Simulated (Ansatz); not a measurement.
SnTe, SMILES `[Sn][Te]`, 2 atoms. The species carries charge 0 and has multiplicity 1. Correlated methods include outer-core shells of Sn, Te, which these sets cover unevenly. Sn, Te takes the def2 core potential. All runs use 4 threads of an Arm Neoverse V1 on a shared host. Correlated methods freeze the cores. Open-shell runs search over several starts.

(1) How many basis functions does each run have, and how long does it take in Ansatz? UKS ωB97X-V/def2-TZVPP energy of the cation; UKS ωB97M-V/def2-TZVPP energy of the cation; UKS r2SCAN-D4/def2-TZVPP energy of the cation; RKS PBE0-D4/def2-SVP energy; RKS ωB97X-V/def2-TZVPP energy; RKS PBE0-D4/def2-TZVP frequencies; RKS r2SCAN-D4/def2-TZVPP energy and forces; RHF-CCSD(T)/def2-SVP energy; UKS PBE-D4/def2-TZVPP energy of the cation; UKS PBE0-D4/def2-TZVPP energy of the cation; RKS PBE0-D4/def2-TZVP relaxation (4 steps); UKS B3LYP-D4/def2-TZVPP energy of the cation. (Best estimate.)

Results:

(1) The calculation gave: Other jobs shared the machine, so times are rough.

```
                   level                   job  functions  wall time  peak host memory (GiB)
    RKS PBE0-D4/def2-SVP                energy         52      0.5 s                    0.11
    RHF-CCSD(T)/def2-SVP                energy         52     0.65 s                    0.12
RKS r2SCAN-D4/def2-TZVPP     energy and forces        100      1.4 s                    0.14
  RKS ωB97X-V/def2-TZVPP                energy        100      1.9 s                    0.23
   UKS PBE-D4/def2-TZVPP  energy of the cation        100      3.5 s                     0.2
   RKS PBE0-D4/def2-TZVP  relaxation (4 steps)        100      4.4 s                    0.19
  UKS PBE0-D4/def2-TZVPP  energy of the cation        100      4.9 s                    0.24
 UKS B3LYP-D4/def2-TZVPP  energy of the cation        100        6 s                    0.24
   RKS PBE0-D4/def2-TZVP           frequencies        100      8.5 s                    0.18
UKS r2SCAN-D4/def2-TZVPP  energy of the cation        100       11 s                    0.23
  UKS ωB97X-V/def2-TZVPP  energy of the cation        100       17 s                    0.42
  UKS ωB97M-V/def2-TZVPP  energy of the cation        100       23 s                    0.46
```

B3LYP here is the variant with VWN-RPA as its local correlation; programs differ in this.
